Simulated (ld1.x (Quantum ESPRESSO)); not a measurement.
# Transferability test, TM potential for Al (Z = 13)

```json
{
 "Element": "aluminium (Al)",
 "Generator": "ld1.x (Quantum ESPRESSO) 7.5",
 "Type": "norm-conserving Troullier–Martins (Kleinman–Bylander form)",
 "Functional": "LDA (PZ)",
 "Relativity": "scalar-relativistic",
 "Frozen core": "[Ne]",
 "Valence charge": "3",
 "Reference configuration": "3s1.75 3p1.25",
 "Partial waves": "3s (bound): rc 1.52 bohr; 3p (bound): rc 2.68 bohr; 3d channel at 0.05 Ry: rc 2.40 bohr",
 "Local potential": "all-electron potential smoothed inside 2.00 bohr (lloc = -1)",
 "Core correction": "Bessel-smoothed model core inside 0.95 bohr"
}
```

Energies are relative to the spin-unpolarised reference configuration 3s1.75 3p1.25; without spin polarisation the order of configurations can differ from experiment. Spin-polarised rows fill each open shell by Hund’s rule, majority spin first.

| valence configuration | charge | ΔE all-electron (eV) | error AE − PS (meV) |
| --- | --- | --- | --- |
| 3s2 3p1 | 0 | -1.269 | -0.1 |
| 3s2 3p0 | +1 | 4.578 | +1.4 |
| 3s2 3p1.3 | -0.3 | -1.867 | +0.2 |
| 3s2 3p0.5 | +0.5 | 0.856 | -0.2 |
| 3s1 3p1 | +1 | 10.397 | +3.3 |
| 3s1 3p2 | 0 | 3.887 | -1.5 |
| 3s1.75 3p1.25 (spin-polarised) | 0 | -0.328 | +2.0 |
| 3s2 3p1 (spin-polarised) | 0 | -1.404 | +0.7 |

(1) What are ΔE and the potential's error for 3s1 3p0?

Results:

(1) ΔE = 23.955 eV all-electron; the error (AE − PS) is +18 meV.
